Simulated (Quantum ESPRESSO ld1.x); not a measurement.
Question: Neutral terbium, configuration [Kr] 4d10 4f9 5p6 6s2 5d2 (not the ground configuration). Method: Dirac Kohn-Sham, BP86, spin-unpolarised, spherical densities, point nucleus; open shells fill j = l - 1/2 first; computed with ld1.x of Quantum ESPRESSO 7.5. Some entries of the table are withheld. Estimate them.

orbital,occ.,eigenvalue (hartree),r(max) (bohr),<r> (bohr)
1s1/2,2,-1904.41,0.014,0.02150
2s1/2,2,-315.731,0.077,0.09094
2p1/2,2,-300.045,(1),0.07588
2p3/2,4,-272.593,(2),0.08283
3s1/2,2,-70.2108,0.219,0.2389
3p1/2,2,-63.3918,0.207,0.2286
3p3/2,4,-57.7249,0.219,0.2418
3d3/2,4,-45.9821,(3),0.2141
3d5/2,6,-44.7458,(4),0.2182
4s1/2,2,-14.1134,0.503,0.5417
4p1/2,2,-11.4432,0.507,(5)
4p3/2,4,-10.1842,0.537,(6)
4d3/2,4,-5.78852,0.541,0.6179
4d5/2,6,-5.56128,0.550,0.6286
5p1/2,2,-1.21955,1.27,1.459
5p3/2,4,-1.04523,1.36,1.554
4f5/2,6,-0.37462,0.554,0.8495
4f7/2,3,-0.34469,0.559,0.8631
6s1/2,2,-0.16900,3.22,3.783
5d3/2,2,-0.13657,1.84,2.533
5d5/2,0,-0.12424,1.90,2.618

Answer: 
(1) 2p1/2 r(max) (bohr): 0.059
(2) 2p3/2 r(max) (bohr): 0.064
(3) 3d3/2 r(max) (bohr): 0.175
(4) 3d5/2 r(max) (bohr): 0.178
(5) 4p1/2 <r> (bohr): 0.5531
(6) 4p3/2 <r> (bohr): 0.5832
